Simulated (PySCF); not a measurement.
# What a mistake does to a calculation on CGeH6NO cation

Calculated results; nothing here was measured. They come from PySCF 2.14.0, an open-source quantum chemistry program, on an isolated molecule that a program drew, which may never have been made. The molecule is CGeH6NO cation (charge +1, singlet), drawn as the SMILES string `C[O][GeH+][NH2]`.

Each row is a Hartree-Fock (HF) and frozen-core CCSD(T) single point in the cc-pVDZ basis, meant for a local HF minimum. Run 1 is clean. Each other run has one planted mistake out of seven kinds, and not every kind appears here: one electron removed, one electron added, multiplicity raised by two, geometry at a saddle point, minimal basis STO-3G, one bond length entered in bohr, all coordinates scaled. The reference is restricted for singlets and unrestricted otherwise, and also for a bond in bohr. Adding or removing an electron swaps singlet and doublet. Electrons count all cores. HOMO and LUMO are orbital energies over both spins, the gradient is its largest component, and the lowest frequency (negative if imaginary) is given only where the gradient is small. Bond lengths are over the 9 bonds as drawn. T1 is the CCSD diagnostic: over 0.02 (restricted) or 0.045 (unrestricted) a single reference is doubtful. Germanium has the cc-pVDZ-PP basis, with a core potential (ECP10MDF) in place of its 10 inner electrons, and its 3s, 3p and 3d shells are frozen in CCSD(T).

Geometry of the clean run:
```xyz
10
CGeH6NO cation, angstrom
C    -0.9025   -1.0924    0.3156
O    -0.7297   -1.8560    1.5265
Ge    0.0880   -1.5263    2.9642
N     0.9292   -0.0322    3.1872
H     0.0620   -0.9213   -0.1574
H    -1.5283   -1.6999   -0.3286
H    -1.4002   -0.1501    0.5349
H     0.0383   -2.5912    4.0143
H     1.4222    0.1852    4.0361
H     0.9750    0.6946    2.4948
```

| run | electrons | basis functions | <S^2> | HOMO (eV) | LUMO (eV) | gradient (hartree/bohr) | lowest frequency (cm^-1) | mean bond (Å) | longest bond (Å) | T1 | HF (hartree) | CCSD(T) (hartree) | mistake |
|---|---|---|---|---|---|---|---|---|---|---|---|---|---|
| 1 | 58 | 95 | 0.000 | -17.41 | -3.55 | 3.8e-05 | 42 | 1.2916 | 1.729 | 0.0169 | -463.81618 | -464.44959 | no fault |
| 2 | 58 | 95 | 2.039 | -11.59 | -6.71 | 1.4e-01 | - | 1.2916 | 1.729 | 0.0432 | -463.65423 | -464.25664 | multiplicity raised by two |
| 3 | 59 | 95 | 0.769 | -4.92 | 3.27 | 6.9e-02 | - | 1.2916 | 1.729 | 0.0137 | -463.97113 | -464.60948 | ? |
| 4 | 57 | 95 | 1.053 | -21.48 | -13.18 | 6.8e-02 | - | 1.2916 | 1.729 | 0.0424 | -463.25118 | -463.86082 | ? |

**Which mistake was planted in run 3, and what did it cost?**

It counts 59 electrons, one more than the clean run, at the same geometry and basis. So the mistake is: one electron added. Subtracting run 1 and multiplying by 627.51 kcal/mol a hartree, the energy moved by -97.2 kcal/mol in HF and -100.3 kcal/mol in CCSD(T).

**Which mistake was planted in run 4, and what did it cost?**

It counts 57 electrons, one fewer than the clean run, at the same geometry and basis. So the mistake is: one electron removed. Subtracting run 1 and multiplying by 627.51 kcal/mol a hartree, the energy moved by 354.5 kcal/mol in HF and 369.5 kcal/mol in CCSD(T).

